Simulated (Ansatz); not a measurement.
Consider the cleavage of the Ge–Si bond: `C=C[SiH2][GeH3]` + `OCS` → `OC[S][GeH3]` + `C=C[SiH3]`.

Computed with Ansatz on PBE0-D4/def2-TZVP structures; ΔE is electronic, products minus reactants. CCSD(T)/CBS adds triple-zeta CCSD(T) − MP2 to the extrapolated MP2 energy (def2 sets, frozen cores). For Ge outer-core shells are correlated without core-valence functions, which leaves a few kJ/mol of doubt a bond. Scalar relativity is left out up to krypton. One conformer a species, not always the lowest.

`C=C[SiH2][GeH3]`:

Cartesian coordinates in Å:
```
C -1.216 -0.682 1.904
C -0.120 -0.781 1.156
Si -0.132 -0.624 -0.698
Ge 1.053 1.327 -1.381
H -1.184 -0.757 2.988
H -2.196 -0.524 1.464
H 0.834 -0.938 1.657
H -1.543 -0.542 -1.165
H 0.518 -1.806 -1.329
H 2.497 1.296 -0.849
H 1.114 1.436 -2.915
H 0.374 2.595 -0.834
```

`OCS`:

Cartesian coordinates in Å:
```
O 0.907 -0.438 0.729
C -0.255 0.160 0.211
S -0.848 -0.749 -1.216
H 1.217 0.098 1.466
H -1.089 0.126 0.923
H -0.083 1.203 -0.071
H 0.152 -0.401 -2.041
```

`OC[S][GeH3]`:

Z-matrix (Å, degrees):
```
C
S 1 1.831
O 1 1.392 2 115.0
H 1 1.096 2 108.5 3 127.1
H 1 1.090 2 105.1 3 -117.1
Ge 2 2.215 1 99.5 3 -85.0
H 3 0.962 1 109.1 2 61.8
H 6 1.539 2 110.0 1 -62.9
H 6 1.532 2 106.9 1 176.2
H 6 1.543 2 110.0 1 56.7
```

`C=C[SiH3]`:

```xyz
9

C    -0.316   -0.085    1.509
C    -0.155    0.603    0.382
Si    0.291   -0.193   -1.238
H    -0.194   -1.164    1.542
H    -0.577    0.396    2.448
H    -0.292    1.683    0.416
H    -0.756    0.068   -2.263
H     0.426   -1.660   -1.035
H     1.574    0.352   -1.760
```

```tsv
species	CCSD(T)/def2-TZVPP energy (Eh)
`C=C[SiH2][GeH3]`	-2445.50638
`OCS`	-513.28762
`OC[S][GeH3]`	-2590.11195
`C=C[SiH3]`	-368.69416
```

(1) Work out ΔE.

Largest T1 diagnostic among the species: 0.012.

Answers

(1) ΔE = (-2590.11195) + (-368.69416) − (-2445.50638) − (-513.28762) = -0.01211 Eh = -31.8 kJ/mol. CCSD(T)/CBS gives -31.6 kJ/mol.
